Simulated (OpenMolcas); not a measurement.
## Ne²⁺: effect of the active space

```json
{"Program": "OpenMolcas 26.06", "Method": "XMS-CASPT2 or its RAS form, IPEA 0.25 Eh, imaginary shift 0.1 Eh", "Basis": "ANO-RCC-VTZP", "Scalar Hamiltonian": "DKH2, point nucleus", "Spin-orbit coupling": "state interaction with AMFI integrals over the reference wave functions, term energies averaged over their components"}
```

A. 4 electrons in 3 orbitals (2p); 2S+1 = 3 even, 3 roots; 2S+1 = 1 even, 6 roots; closed shells correlated: 1s 2s; CASPT2 step roughly 0.8 core-seconds
B. 6 electrons in 4 orbitals (2s 2p); 2S+1 = 3 even, 3 roots; 2S+1 = 1 even, 6 roots; 2S+1 = 3 odd, 3 roots; 2S+1 = 1 odd, 3 roots; closed shells correlated: 1s; CASPT2 step of the order of 1.7 core-seconds
C. 6 electrons in 8 orbitals (2s 2p 3s 3p); 2S+1 = 3 even, 3 roots; 2S+1 = 1 even, 6 roots; 2S+1 = 3 odd, 3 roots; 2S+1 = 1 odd, 3 roots; closed shells correlated: 1s; CASPT2 step of the order of 6 core-seconds
D. 6 electrons in 9 orbitals (RAS2 2s 2p; RAS3 3d, at most 2 electrons); 2S+1 = 3 even, 3 roots; 2S+1 = 1 even, 6 roots; 2S+1 = 3 odd, 3 roots; 2S+1 = 1 odd, 3 roots; closed shells correlated: 1s; CASPT2 step about 9 core-seconds

Energies in cm-1 above 2s2 2p4 3P2, the measured ground level; measured values from Moore, Atomic Energy Levels, vol. I, NSRDS-NBS 35 (1971 reprint of NBS Circular 467, 1949).

```json
{"Level": "2s2 2p4 3P2", "A": "0.0", "B": "0.0", "C": "0.0", "D": "0.0", "Measured": "0.0"}
{"Level": "2s2 2p4 3P1", "A": "601", "B": "601", "C": "583", "D": "598", "Measured": "650"}
{"Level": "2s2 2p4 3P0", "A": "886", "B": "886", "C": "858", "D": "881", "Measured": "927"}
{"Level": "2s2 2p4 1D2", "A": "26450", "B": "26420", "C": "26570", "D": "26380", "Measured": "25841"}
{"Level": "2s2 2p4 1S0", "A": "59280", "B": "56610", "C": "56680", "D": "56690", "Measured": "55747"}
```

Deviations, from unrounded energies. A percentage is the sum of absolute deviations over the sum of measured energies, with the sign that they share, or ± where signs differ.

| Against measurement | Levels | A | B | C | D |
| --- | --- | --- | --- | --- | --- |
| mean absolute deviation (cm-1) | 4 | 1100 | 380 | 450 | 390 |
| fine structure of the ground term (%) | 2 | -5.7 | -5.7 | -8.6 | -6.2 |
| other terms of the ground configuration (%) | 2 | +5.1 | +1.8 | +2.0 | +1.8 |

B, D lie about equally close to measurement and A furthest from it. The largest miss of B in the table is 2s2 2p4 1S0, by +870 cm-1. The ranking rests on the paired levels alone, and a cruder setting can come out closer through cancelling errors.

The two smallest mean deviations differ by little beside CASPT2's spread within terms, so their order carries little weight.

Among A to D the level of the table that moves most is 2s2 2p4 1S0, by 2700 cm-1 (lowest in B, highest in A). Moves below CASPT2's spread within the term are not significant.

CASPT2 breaks the degeneracy within a term, and the mean is taken; among the terms shown or strongly mixed into the levels shown the widest spread is 490 cm-1 (2s2 2p4 1D, A). With the s shell closed, the reference lacks s² → p² mixing (holds for A). Active for correlation alone: 3p 3s; no level in the range computed is led by a configuration that fills them, so any true level of that kind is missing (holds for C). Active for correlation alone: 3d; no level in the range computed is led by a configuration that fills it, so any true level of that kind is missing (holds for D). Computed and measured levels are paired by configuration, term and J; levels that our copy of the source lacks, or whose pairing is in doubt (as where it misses far off the trend of its configuration), stay unpaired and out of the deviations. Only configurations of the active space appear. Levels that lie high or do not pair safely by name in every column are left out.
